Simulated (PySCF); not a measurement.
Job for PySCF: R-HF/STO-3G on TiSe, 2S+1 = 1, a point of a bond scan (R = 2.153 Å).

```python
from pyscf import gto, scf, dft, mp
from pyscf.data.elements import chemcore

mol = gto.M(
    atom='''
    Ti    0.00000000    0.00000000    0.00000000
    Se    0.00000000    0.00000000    2.15276900
    ''',
    basis='sto-3g',
    charge=0, spin=0, verbose=3, max_memory=1800)
mf = scf.RHF(mol)
mf.conv_tol = 1e-8
mf.max_cycle = 100
mf.kernel()
if not mf.converged:
    mf = mf.newton().run(mf.mo_coeff, mf.mo_occ)
```

It printed:

```
converged SCF energy = -3213.28548335895
```

Self-consistency was reached.

Cost: roughly 0.26 core-seconds.
